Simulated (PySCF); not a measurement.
Simulated outer-valence photoelectron spectrum of `CC(=O)[SiH3]`. Theory: EOM-IP-CCSD/aug-cc-pVDZ in PySCF, restricted Hartree–Fock reference, frozen core, non-relativistic, gas phase, PBE0-D3(BJ)/def2-SVP geometry.

Each root has a Gaussian of 0.5 eV full width with its one-hole share as area; cross sections and vibrations are left out, and the highest printed point is 100.

| ionisation energy (eV) | intensity |
| --- | --- |
| 8.4 | 0 |
| 8.6 | 4 |
| 8.8 | 22 |
| 9.0 | 47 |
| 9.2 | 41 |
| 9.4 | 15 |
| 9.6 | 2 |
| 9.8 | 0 |
| 10.0 | 0 |
| 10.2 | 0 |
| 10.4 | 0 |
| 10.6 | 0 |
| 10.8 | 0 |
| 11.0 | 0 |
| 11.2 | 0 |
| 11.4 | 0 |
| 11.6 | 0 |
| 11.8 | 0 |
| 12.0 | 6 |
| 12.2 | 31 |
| 12.4 | 78 |
| 12.6 | 88 |
| 12.8 | 51 |
| 13.0 | 39 |
| 13.2 | 76 |
| 13.4 | 90 |
| 13.6 | 49 |
| 13.8 | 12 |
| 14.0 | 1 |
| 14.2 | 0 |
| 14.4 | 0 |
| 14.6 | 4 |
| 14.8 | 22 |
| 15.0 | 52 |
| 15.2 | 74 |
| 15.4 | 100 |
| 15.6 | 91 |
| 15.8 | 38 |
| 16.0 | 7 |
| 16.2 | 0 |

Problem. Where are the maxima, and how many lines lie under the curve?

Solution. 4 maxima, at 9.1, 12.5, 13.3 and 15.5 eV, from 8 lines. At this width some lines have no maximum of their own.

Problem. List the lines with their holes.

Solution. 
```tsv
E (eV)	leading hole (HF orbital)	area	Koopmans (eV)
9.07	HOMO	0.95	10.51
12.46	HOMO-1	0.94	13.13
12.61	HOMO-2	0.95	13.35
13.28	HOMO-3	0.94	14.01
13.42	HOMO-4	0.94	14.76
15.07	HOMO-7	0.93	17.12
15.51	HOMO-5	0.94	16.45
15.51	HOMO-6	0.94	16.89
```

The widest gap, 3.39 eV, lies between 9.07 and 12.46 eV. Only orbitals with −ε under 21 eV, eight at most, were ionised, so the high end of the curve may lack lines.
